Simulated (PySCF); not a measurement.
Geometry:
```csv
atom,x (Å),y (Å),z (Å)
C1,2.317,-1.454,-0.487
C2,1.895,-0.226,-0.200
C3,2.856,0.925,-0.112
C4,0.479,0.058,0.084
C5,0.098,0.923,1.035
Si6,-1.725,1.173,1.396
C7,-2.416,-0.016,0.090
C8,-1.669,0.271,-1.220
C9,-0.562,-0.674,-0.719
C10,-1.625,-1.329,0.183
H11,1.654,-2.302,-0.514
H12,3.357,-1.663,-0.675
H13,3.811,0.658,-0.558
H14,3.031,1.197,0.928
H15,2.454,1.797,-0.624
H16,0.851,1.434,1.619
H17,-2.165,2.551,1.140
H18,-2.087,0.748,2.754
H19,-3.501,-0.101,0.029
H20,-2.179,-0.134,-2.094
H21,-1.374,1.300,-1.424
H22,-0.099,-1.307,-1.476
H23,-1.289,-1.650,1.169
H24,-2.124,-2.160,-0.316
```

[PySCF 2.14: shieldings: GIAO PBE0/pcSseg-1; structure optimised with GFN2-xTB; non-relativistic; in vacuum; equivalent nuclei averaged; one conformer]

Predict the 2D correlation tables (HSQC, COSY, HMBC).

## Answers



HSQC (one-bond C–H):
```
                δH             δC
        5.59 (H16)     113.9 (C5)
        5.33 (H12)     118.5 (C1)
        5.13 (H11)     118.5 (C1)
        2.75 (H22)      42.7 (C9)
    2.70 (H20/H24)  36.7 (C8/C10)
2.07 (H13/H14/H15)      25.8 (C3)
        1.83 (H19)      16.9 (C7)
    1.74 (H21/H23)  36.7 (C8/C10)
```

COSY cross peaks (H two or three bonds apart, from the bond graph; peaks can be absent where the dihedral angle is near 90°):
```
            δH              δH
    5.59 (H16)  4.60 (H17/H18)
    5.33 (H12)      5.13 (H11)
4.60 (H17/H18)      1.83 (H19)
    2.75 (H22)  2.70 (H20/H24)
    2.75 (H22)  1.74 (H21/H23)
2.70 (H20/H24)      1.83 (H19)
2.70 (H20/H24)  1.74 (H21/H23)
    1.83 (H19)  1.74 (H21/H23)
```

HMBC (two and three bonds, from the bond graph):
```
                δH                                                            δC
        5.59 (H16)                  183.7 (C4), 157.1 (C2), 42.7 (C9), 16.9 (C7)
        5.33 (H12)                             183.7 (C4), 157.1 (C2), 25.8 (C3)
        5.13 (H11)                             183.7 (C4), 157.1 (C2), 25.8 (C3)
    4.60 (H17/H18)              183.7 (C4), 113.9 (C5), 36.7 (C8/C10), 16.9 (C7)
        2.75 (H22)  183.7 (C4), 157.1 (C2), 113.9 (C5), 36.7 (C8/C10), 16.9 (C7)
    2.70 (H20/H24)               183.7 (C4), 42.7 (C9), 36.7 (C8/C10), 16.9 (C7)
2.07 (H13/H14/H15)                            183.7 (C4), 157.1 (C2), 118.5 (C1)
        1.83 (H19)                          113.9 (C5), 42.7 (C9), 36.7 (C8/C10)
    1.74 (H21/H23)               183.7 (C4), 42.7 (C9), 36.7 (C8/C10), 16.9 (C7)
```

Shifts are taken against calculated references (same method and geometry level): 1H (σ = 31.72 ppm), 13C (σ = 186.93 ppm) against TMS.

Short H···H contacts in this conformer between protons four or more bonds apart (candidates for NOE cross peaks, intensity ∝ r⁻⁶): H11···H22 2.23 Å, H14···H16 2.30 Å, H12···H13 2.37 Å.

Shifts are as computed. Against solution values, carbons near 30 ppm lie about +3 ppm off and those near 130 ppm about +5 ppm. Of 1211 compounds with measured shifts, 218 miss one by over three times the rms of a fit or turn the order of signals round; such compounds aren't used in these exercises.
